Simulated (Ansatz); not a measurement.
CH$_{5}$O$_{2}$STa, SMILES `[CH3][Ta]([OH])([OH])=[S]`. Total charge 0; spin multiplicity 1. Ta takes the def2 core potential. All single points use the PBE0-D4/def2-TZVP geometry. It is one conformer, not always the lowest.

```xyz
10

C    -0.114   -0.797    1.314
Ta   -0.055    0.391   -0.475
O     1.677    1.143   -0.561
O    -0.403   -0.786   -1.911
S    -1.601    1.888   -0.231
H     0.078   -0.182    2.198
H    -1.093   -1.267    1.439
H     0.648   -1.583    1.262
H     1.992    2.046   -0.504
H    -1.131   -0.851   -2.531
```

(1) What is the dipole moment at r2SCAN/def2-TZVPP? (Estimate.)

(2) And with PBE, B3LYP, ωB97M-V? (Best estimate.)

(3) Give the Mulliken charges with r2SCAN, ωB97M-V, B3LYP in def2-TZVPP. (Best estimate.)

## Answers

(1) Ansatz gave: 2.03 D, with components (1.52, -1.04, -0.85) D in this frame, pointing from negative to positive charge.

(2) Computed: PBE 1.91 D, B3LYP 1.90 D, ωB97M-V 2.03 D.

(3) Computed: 
```tsv
atom	r2SCAN	ωB97M-V	B3LYP
C1	-0.40	-0.53	-0.44
Ta2	0.85	0.76	0.81
O3	-0.42	-0.38	-0.40
O4	-0.42	-0.38	-0.40
S5	-0.32	-0.26	-0.31
H6	0.09	0.13	0.11
H7	0.09	0.13	0.11
H8	0.08	0.13	0.10
H9	0.22	0.20	0.21
H10	0.22	0.20	0.21
```

B3LYP here is the variant with VWN-RPA as its local correlation; programs differ in this.
